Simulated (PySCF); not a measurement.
# Shifts of the heteroatoms

Geometry:
```csv
atom,x (Å),y (Å),z (Å)
C1,1.565,2.042,-0.144
Si2,0.965,0.243,-0.331
Si3,2.546,-1.290,0.393
C4,-0.649,0.086,0.682
C5,-1.879,0.774,0.057
C6,-2.374,-0.598,-0.398
F7,-3.694,-0.869,-0.121
C8,-1.361,-1.272,0.526
H9,0.783,2.760,-0.373
H10,2.399,2.241,-0.809
H11,1.904,2.242,0.869
H12,0.573,0.065,-1.746
H13,3.695,-1.350,-0.514
H14,2.020,-2.655,0.487
H15,3.085,-0.967,1.718
H16,-0.479,0.368,1.722
H17,-2.551,1.208,0.796
H18,-1.698,1.502,-0.732
H19,-2.234,-0.806,-1.463
H20,-0.787,-2.089,0.093
H21,-1.837,-1.617,1.443
```

PySCF calculation with σ from GIAO-PBE0/pcSseg-1 and coordinates at the GFN2-xTB level; averaged over atoms made equivalent by symmetry, fast rotation or ring inversion, a single conformation, gas phase, no relativistic terms.

Q: Predict the 19F NMR data.

A: 
```json
{"atoms": "F7", "environment": "fluorine on an sp3 carbon", "σ (ppm)": "353.3", "δ (ppm)": "-158.2"}
```

Shieldings were converted by a linear fit to measured shifts: 19F: δ = 146.13 − 0.903σ +14.6 on sp3 carbon (rms 6.0 ppm, 223 shifts, 7.0 ppm with the 5 outliers that the fit left out vs CFCl3, solution or neat liquid). Occasional misses reach two or three times the rms, and more in compound classes unlike the fitted ones.

On a 400 MHz spectrometer 19F resonates near 376.4 MHz, so 1 ppm is 376.4 Hz.

Q: What are the 29Si shifts?

A: 
```json
{"atoms": "Si2", "environment": "silicon bonded to 2 C, Si, H", "σ (ppm)": "379.2", "δ (ppm)": "-31.7"}
{"atoms": "Si3", "environment": "silicon bonded to Si, 3 H", "σ (ppm)": "471.3", "δ (ppm)": "-107.4"}
```

Shieldings were converted by a linear fit to measured shifts: 29Si: δ = 279.94 − 0.822σ (rms 8.9 ppm, 72 shifts, 25.8 ppm with the 6 outliers that the fit left out vs TMS, solution or neat liquid). A few per cent of atoms miss by over 2 rms, more outside the fitted compound classes.

On a 500 MHz spectrometer 29Si resonates near 99.3 MHz, so 1 ppm is 99.3 Hz.
